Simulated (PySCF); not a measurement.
## [La(NH2)4]− at several levels of theory

Computed with PySCF 2.14.0 (density fitting, no spin-orbit coupling) at the geometry relaxed with BP86:

```xyz
13
[La(NH2)4]− (singlet)
La   -0.0001    0.0000    0.0000
N     1.4395    1.4050    1.3061
H     2.3106    1.0498    1.7364
H     1.4571    2.4210    1.4875
N    -1.4396   -1.3061    1.4051
H    -1.4567   -1.4875    2.4213
H    -2.3109   -1.7363    1.0504
N     1.4395   -1.4050   -1.3061
H     1.4571   -2.4210   -1.4875
H     2.3106   -1.0498   -1.7364
N    -1.4396    1.3061   -1.4051
H    -2.3109    1.7363   -1.0504
H    -1.4567    1.4875   -2.4213
```

| level | basis | state | HOMO (eV) | gap (eV) | charge on La1 (e) | population of f-type functions on La1 (polarisation alone where 4f lies in the core) | dipole about the centre of mass (D) | largest force component (eV/Å) |
| --- | --- | --- | --- | --- | --- | --- | --- | --- |
| BP86 | La lcecp-1-SVP with ECP46, N def2-SVP, H def2-SVP | singlet | 0.02 | 2.92 | 0.48 | 0.06 | 0.00 | 0.01 |
| wB97X | the same | singlet | -3.67 | 8.40 | 0.75 | 0.07 | 0.00 | 0.48 |
| revPBE | the same | singlet | 0.20 | 2.73 | 0.54 | 0.07 | 0.00 | 0.07 |
| r2SCAN | the same | singlet | -0.13 | 3.48 | 0.69 | 0.06 | 0.00 | 0.37 |
| BP86 | La lcecp-1-TZVP with ECP46, N def2-TZVP, H def2-TZVP | singlet | -0.33 | 3.13 | 1.39 | 0.09 | 0.00 | 0.36 |
| BP86 | La x2c-SVPall, N x2c-SVPall, H x2c-SVPall | singlet | 0.07 | 2.63 | 0.45 | 0.16 | 0.00 | 0.11 |

In the lcecp rows the 4f levels are missing from HOMO and gap, and the state counts the valence alone.

Charges are Mulliken's, which hang on the basis. The relaxation used the grid (50, 194), these runs (75, 302) or, all-electron (x2c bases, spin-free X2C Hamiltonian), (99, 590).

Question: What does PBE with La lcecp-1-SVP with ECP46, N def2-SVP, H def2-SVP give here?

Answer: state singlet, HOMO (eV) 0.13, gap (eV) 2.74, charge on La1 (e) 0.48, population of f-type functions on La1 (polarisation alone where 4f lies in the core) 0.07, dipole about the centre of mass (D) 0.00, largest force component (eV/Å) 0.06. Time: 9.6 s on 2 threads of Arm Neoverse V1, on a shared host, from an already converged density.

In the first row's basis the gap widens with exact exchange: 2.7 to 3.5 eV for revPBE, PBE, BP86, r2SCAN (none); 8.4 eV for wB97X (rising or full at long range).

The highest filled level of some runs lies above zero, as often for anions with such functionals and bases.
